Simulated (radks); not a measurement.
Ionisation of the dysprosium ion Dy3+, [Xe] 4f9, to [Xe] 4f8 as the strength of local exchange is varied. Calculated with a radial shooting solver on a logarithmic mesh with Libxc functionals: scalar-relativistic Kohn-Sham, Slater X-alpha exchange (alpha = 2/3 is LDA exchange), no correlation, spin-unpolarised, spherical densities, point nucleus.

alpha,E(Dy3+) (hartree),exchange (hartree),IE (eV),-e of the level emptied (eV),<r> of it (bohr)
0.667,-12141.3545,-247.6014,43.197,33.241 (4f),0.8078
0.817,-12197.3921,-304.7285,48.325,37.949 (4f),0.7844
0.833,-12203.3852,-310.8530,48.889,38.470 (4f),0.7820
0.878,-12220.2569,-328.1100,50.491,39.951 (4f),0.7755
0.915,-12234.1471,-342.3343,51.827,41.189 (4f),0.7704
0.981,-12258.9643,-367.7862,54.251,43.442 (4f),0.7614

NIST Atomic Spectra Database: 41.2 eV (semi-empirical). The central value is not met in this range of alpha. Spin polarisation and multiplet splitting are left out, so open shells lie too high by an amount that depends on their filling. Spin-orbit splitting is averaged out at the scalar-relativistic level.

Beside tabulated values, note that spin-unpolarised runs miss the spin-polarisation part of the exchange energy of open shells. No tabulated value is given for the 4+ ions of Nd, Pm and Eu to Yb, where it belongs to another shell than the one emptied here.
